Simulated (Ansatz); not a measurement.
HfCl4. Total charge 0; singlet. Geometry PBE-D4/def2-SVP, basis def2-TZVP, Ansatz.

| run | HOMO (eV) | LUMO (eV) |
| --- | --- | --- |
| A | -9.72 | -2.27 |
| B | -8.32 | -3.05 |
| C | -12.98 | 1.46 |
| D | -8.48 | -3.30 |
| E | -9.99 | -2.18 |
| F | -11.93 | -0.15 |

In the def2 sets Hf takes a core potential; there is no spin–orbit coupling.

Question: The runs used HF, LDA (SPW92), PBE, PBE0, r2SCAN0, ωB97M-V. Estimate which is which.

Answer: A PBE0 (25 % exact exchange); B PBE (0 % exact exchange); C HF (100 % exact exchange); D LDA (SPW92) (0 % exact exchange); E r2SCAN0 (25 % exact exchange); F ωB97M-V (range-separated). Exact exchange lowers occupied and raises empty levels; among semilocal functionals meta-GGAs tend to open the gap a little, and such runs are hard to tell apart. The gap grows from 5.18 eV (LDA (SPW92)) to 14.44 eV (HF).
